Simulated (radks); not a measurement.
Question: Valence configurations of Os II (all share [Xe]). Method: Dirac Kohn-Sham, PBEsol, spin-unpolarised, spherical densities, finite nucleus; open shells fill j = l - 1/2 first; Fermi nuclear charge, rms radius 5.4126 fm; computed with a radial shooting solver on a logarithmic mesh with Libxc functionals. Order these by energy: 4f14 5d6 6p1; 4f14 5d7; 4f12 5d7 6s1 6p1; 4f13.5 5d6.5 6s1; 4f13 5d6 6s2; 4f10 5d9 6s1 6p1; 4f13 5d7 6p1; 4f14 5d5 6s1 6p1; 4f14 5d6 6s1; 4f14 5d5 6s2.

Answer: From the lowest, in eV above it: 4f14 5d7 0.000; 4f14 5d6 6s1 0.035; 4f14 5d5 6s2 0.954; 4f14 5d6 6p1 5.472; 4f14 5d5 6s1 6p1 6.707; 4f13.5 5d6.5 6s1 23.495; 4f13 5d6 6s2 51.180; 4f13 5d7 6p1 54.788; 4f12 5d7 6s1 6p1 116.69; 4f10 5d9 6s1 6p1 265.06. NIST lists [Xe] 4f14 5d6 6s1 as the ground configuration; this level of theory puts 4f14 5d7 lower, by 0.035 eV. The energies are those of spherical spin-averaged densities, not of single terms.
